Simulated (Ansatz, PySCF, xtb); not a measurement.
Gas-phase reaction 2 R1 → P1 + P2, each structure at its B3LYP-D3(BJ)/def2-TZVP stationary point, reached from a drawn start (curvature not checked).
R1: SiH4 (SMILES [SiH4]), charge 0, multiplicity 1.
P1, Si2H6 (SMILES [SiH3][SiH3]) (charge 0, multiplicity 1):
```csv
atom,x (Å),y (Å),z (Å)
Si,-1.1660,0.1185,-0.0175
Si,1.1660,-0.1185,0.0175
H,-1.7630,-0.8118,-1.0064
H,-1.5366,1.5060,-0.3883
H,-1.7339,-0.1825,1.3192
H,1.5366,-1.5059,0.3883
H,1.7630,0.8119,1.0064
H,1.7339,0.1825,-1.3192
```
P2: H2 (SMILES [H][H]), charge 0, multiplicity 1.

P less R. No zero-point or thermal terms.

Frozen-core correlation throughout. CBS(a, b) extrapolates the correlation energy as X⁻³ and adds the Hartree–Fock energy of set b.

The values were computed with Ansatz (Gaussian basis) for Hartree–Fock, density functionals and correlated methods; PySCF for the D3/D4 terms; xtb for the GFN methods. No computed number here is a measurement.

The comparison value is 4.42 kcal/mol (CCSD(T)/CBS(cc-pV(T+d)Z, cc-pV(Q+d)Z)). It is a level with limits of its own, not the exact answer.

Question: Order these levels by how close they come to the comparison value for the reaction energy, closest first: revPBE-D4/def2-TZVPP, BLYP-D4/def2-TZVPP, HF/cc-pV(Q+d)Z, PBE/def2-TZVPP, GFN1-xTB. Give each level's value less the comparison value.

Answer: BLYP-D4/def2-TZVPP (-0.60 kcal/mol), PBE/def2-TZVPP (-2.24 kcal/mol), revPBE-D4/def2-TZVPP (-3.70 kcal/mol), HF/cc-pV(Q+d)Z (7.20 kcal/mol), GFN1-xTB (29.86 kcal/mol)

Ansatz is a quantum-chemistry and plane-wave program.
